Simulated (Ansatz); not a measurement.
Isolated molecules relaxed with PBE0-D4/def2-TZVP in Ansatz; ΔE leaves out vibrations. CCSD(T)/CBS is the MP2 limit (def2-TZVPP, def2-QZVPP) plus CCSD(T) − MP2 in def2-TZVPP, frozen cores. DFT in def2-TZVPP. Each species was taken in one conformer, which may not be the lowest.

Consider the substitution at a C–Al bond: triethylaluminium + `S[SiH2]Cl` → `CCS[SiH2]Cl` + `C[CH2][AlH][CH2]C`.

| level | ΔE (kcal/mol) |
| --- | --- |
| ωB97X-V | 7.3 |
| HF/def2-QZVPP | 7.5 |

Q: What does CCSD(T)/CBS give? (Estimate.)

A: Computed: +7.8 kcal/mol. The listed levels differ from it by -0.5, -0.3 kcal/mol.

Largest T1 diagnostic among the species: 0.010.

The D4 term adds −1.3 kcal/mol with B3LYP and −0.6 kcal/mol with PBE0; it sums over pairs of atoms, weighted by their polarisabilities, and B3LYP, whose exchange is more repulsive, gets the larger term.

B3LYP here is the variant with VWN-RPA as its local correlation; programs differ in this.
